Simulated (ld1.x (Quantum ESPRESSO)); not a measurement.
**What one change does to a pseudopotential (Ca (Z = 20), TM semilocal)**

ld1.x (Quantum ESPRESSO) 7.5 input, shortened:

```
&input
   title='Ca', zed=20., rel=1, dft='PZ', iswitch=3,
   config='[Ar] 3d0 4s2 4p0'
 /
 &inputp
   pseudotype=1, tm=.true., lloc=2,
   nlcc=.true., new_core_ps=.true., rcore=1.10
 /
3
4S  1  0   2.00   0.00  3.70  3.70  0.0
3P  2  1   6.00   0.00  1.85  1.85  0.0
3D  3  2   0.00   0.00  1.55  1.55  0.0
 &test
   configts(1)='3p6 3d0 4s2 4p0'
 /
```

Change: reference 3p6 3d0 4s0 4p0.

Cutoffs: the cutoffs (Ry, on a coarse ladder) from which the occupation-weighted sum of valence levels, in a spherical-Bessel basis at the reference potential, stays within 10 and 1 mRy of its value at 400 Ry; they do not see the model core or the augmentation charge, which bear on the density cutoff. Errors are all-electron minus pseudo energies relative to the spin-unpolarised reference configuration.

Task: What does the change do?

Result: The potential gets neither clearly harder nor softer (30 Ry and 50 Ry → 30 Ry and 50 Ry); neither file shows a bound ghost. A semilocal file is local in each channel, so a ghost entry of none says nothing of the separable form that plane-wave codes build from it.

| quantity | base | changed |
| --- | --- | --- |
| cutoff, loose | 30 Ry | 30 Ry |
| cutoff, tight | 50 Ry | 50 Ry |
| bound ghosts | none | none |
| largest error over its own tests, meV | -82 | -346 |
| s: phases at 4.00 bohr within 0.05 rad from the reference energy up to (Ry; the scan ends near 5) | 0.9 | -0.0 |
| p: phases at 4.00 bohr within 0.05 rad from the reference energy up to (Ry; the scan ends near 5) | 2.1 | n/a |
| d: phases at 4.00 bohr within 0.05 rad from the reference energy up to (Ry; the scan ends near 5) | 2.9 | 1.9 |

Base: The cutoffs count occupied waves only; the empty 3d level needs 60 Ry at the loose tolerance. Changed file: The cutoffs count occupied waves only; the empty 3d level needs 60 Ry at the loose tolerance.
